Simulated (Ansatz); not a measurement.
CH5AlF2Si, SMILES `[F][AlH][CH](F)[SiH3]`, relaxed with RKS PBE-D4/def2-SVP in the Gaussian-basis code of Ansatz from a rough embedded geometry. The force threshold is 0.03 eV/Å; the program also tests the step.

The species carries charge 0 and has multiplicity 1.

Start:

```xyz
10

F     0.183   -2.784   -0.282
Al   -0.864   -1.426   -0.592
C    -0.601    0.219    0.477
F    -1.590    1.241    0.041
Si    1.106    0.929    0.201
H    -2.005   -1.505   -1.726
H    -0.784    0.034    1.538
H     2.074   -0.049    0.594
H     1.240    1.206   -1.240
H     1.240    2.136    0.990
```

Q: How much energy does the relaxation release, and in how many steps? (Best estimate.)

A: Computed: 5.70 kcal/mol, in 5 steps.

Q: Which bonds change most? (An estimate is asked.)

A: Ansatz gave: Si5–H8 from 1.431 to 1.506 Å; C3–F4 from 1.487 to 1.422 Å; F1–Al2 from 1.743 to 1.682 Å; Si5–H10 from 1.449 to 1.504 Å.

Q: Give the relaxed structure. (Best estimate.)

A: The calculation gave: 
```xyz
10

F     0.005   -2.791   -0.262
Al   -0.933   -1.440   -0.618
C    -0.605    0.192    0.459
F    -1.590    1.151    0.094
Si    1.116    0.974    0.202
H    -2.001   -1.559   -1.788
H    -0.718   -0.039    1.547
H     2.161   -0.011    0.657
H     1.319    1.263   -1.261
H     1.246    2.261    0.969
```
